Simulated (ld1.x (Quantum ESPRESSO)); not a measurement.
**Tl, TM semilocal: configuration errors across variants**

ld1.x (Quantum ESPRESSO) 7.5 input, shortened:

```
&input
   title='Tl', zed=81., rel=1, dft='PBE', iswitch=3,
   config='[Xe] 4f14 5d10 6s2 6p1'
 /
 &inputp
   pseudotype=1, tm=.true., lloc=0,
   nlcc=.false.
 /
3
6P  2  1   1.00   0.00  2.90  2.90  0.0
5D  3  2  10.00   0.00  1.60  1.60  0.0
6S  1  0   2.00   0.00  2.25  2.25  0.0
 &test
   configts(1)='5d10 6s2 6p1'
 /
```

All-electron excitation energies from the reference (eV): (1) 5d10 6s2 6p0 5.167; (2) 5d10 6s1 6p0 25.947; (3) 5d10 6s0 6p0 56.087; (4) 5d10 6s0 6p3 15.210; (5) 5d10 6s2 6p0.5 1.853; (6) 5d9 6s2 6p1 21.238; (7) 5d9 6s0 6p0 107.876.

A semilocal file is local in each channel, so a ghost entry of none says nothing of the separable form that plane-wave codes build from it.

Errors AE − PS in meV (a dash: test not solved or not reliable):

| change | (1) | (2) | (3) | (4) | (5) | (6) | (7) | bound ghosts |
| --- | --- | --- | --- | --- | --- | --- | --- | --- |
| base | -2.4 | -1.8 | +21 | +2.8 | -0.8 | -40 | +116 | none |
| wave 6p (bound): rc 2.90 bohr becomes 6p (bound): rc 1.84 bohr | -0.1 | +4.7 | +31 | +6.0 | -0.2 | +49 | +96 | none |
| wave 6p (bound): rc 2.90 bohr becomes 6p (bound): rc 2.36 bohr | -2.3 | -1.0 | +23 | +0.1 | -0.8 | -42 | +119 | none |
| wave 6p (bound): rc 2.90 bohr becomes 6p (bound): rc 2.88 bohr | -2.4 | -1.8 | +21 | +2.8 | -0.8 | -40 | +116 | none |
| wave 6p (bound): rc 2.90 bohr becomes 6p (bound): rc 3.24 bohr | -3.0 | -7.1 | +9.7 | +23 | -0.8 | -25 | +89 | none |
| wave 6p (bound): rc 2.90 bohr becomes 6p (bound): rc 3.72 bohr | -5.2 | -19 | -13 | +53 | -0.9 | -2.5 | +40 | none |

Task: Give the same row for: wave 6p (bound): rc 2.90 bohr becomes 6p (bound): rc 4.36 bohr.

Result: -11, -42, -56, +95, -1.5, +29, -43; bound ghosts: none.
